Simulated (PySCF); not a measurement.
Radial density of Ge (germanium, neutral)

LDA, [Ar] 3d10 4s2 4p2, high-spin 3P determinant. All numbers are calculated (PySCF 2.14, scalar relativity by spin-free X2C-1e, in x2c-SVPall (5s4p3d, 32 functions)).

```csv
r (bohr),4πr²ρ (e/bohr),4πr²(ρα − ρβ)
0.000690,0.1972,0.0000
0.00116,0.5352,0.0000
0.00195,1.371,0.0000
0.00328,3.245,0.0000
0.00552,7.403,0.0000
0.00929,15.44,0.0000
0.0156,27.62,0.0004
0.0263,38.16,0.0026
0.0442,36.82,0.0110
0.0743,31.81,0.0309
0.125,43.88,0.0358
0.210,36.27,-0.0111
0.354,22.95,0.0353
0.595,27.58,0.0446
1.00,9.618,0.0591
1.68,2.715,0.6621
2.83,1.214,0.6738
4.76,0.1761,0.1537
8.01,0.0006891,0.0006
```

Densities and radii are taken from the X2C orbitals without a picture-change correction, which distorts them close to the nucleus.

Q: Where is the radial spin density 4πr²(ρα − ρβ) most negative, and why is it negative at all?

A: Around r = 0.210 bohr, down to -0.0111 e/bohr: exchange with the open shell polarises the paired shells in an unrestricted calculation.
